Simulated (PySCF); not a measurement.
F₂HInSe. Atoms are numbered in the order given.

```xyz
5

In     0.0037     0.6684     0.0000
F      1.6044     1.7921     0.0000
F     -1.6653     1.6922     0.0000
Se     0.0527    -1.8311     0.0000
H     -1.4256    -1.8540     0.0000
```

The structure is a stationary point at B3LYP-D3(BJ)/def2-SVP. The structure was generated by enumeration; whether it is a known compound was not checked. The def2 effective core potentials stand for the cores of In; spin–orbit coupling is left out. Other conformers were not sampled.

Computed with PySCF 2.14.0 with TDDFT-PBE0/def2-SVPD.

Vertical excitations. Isolated molecule, no solvent. State labels are in the subgroup Cs.

Computed lowest excited states:
```csv
state,symmetry,energy (eV),λ (nm),f,main pairs
S1,A",3.78,328,0.014,HOMO→LUMO 99 %
S2,A',5.38,230,0.011,"HOMO→LUMO+1 64 %, HOMO−1→LUMO 35 %"
S3,A",5.84,212,0.012,HOMO→LUMO+2 98 %
S4,A',6.12,203,0.015,HOMO−2→LUMO 93 %
S5,A",6.13,202,0.000,HOMO−3→LUMO 98 %
S6,A',6.18,201,0.245,"HOMO−4→LUMO 45 %, HOMO−1→LUMO 29 %, HOMO→LUMO+1 20 %"
S7,A",6.49,191,0.022,HOMO−5→LUMO 97 %
S8,A',6.82,182,0.348,"HOMO−4→LUMO 52 %, HOMO−1→LUMO 25 %, HOMO→LUMO+1 11 %"
S9,A",6.89,180,0.014,HOMO−1→LUMO+1 93 %
S10,A",7.09,175,0.016,HOMO→LUMO+3 92 %
T1,A",3.37,368,0,HOMO→LUMO 98 %
T2,A',4.56,272,0,HOMO−1→LUMO 91 %
T3,A',5.07,245,0,HOMO→LUMO+1 92 %
T4,A",5.34,232,0,HOMO→LUMO+2 96 %
```
Triplets are in the Tamm–Dancoff approximation, which puts them higher than full response would, so one can lie above its singlet here.
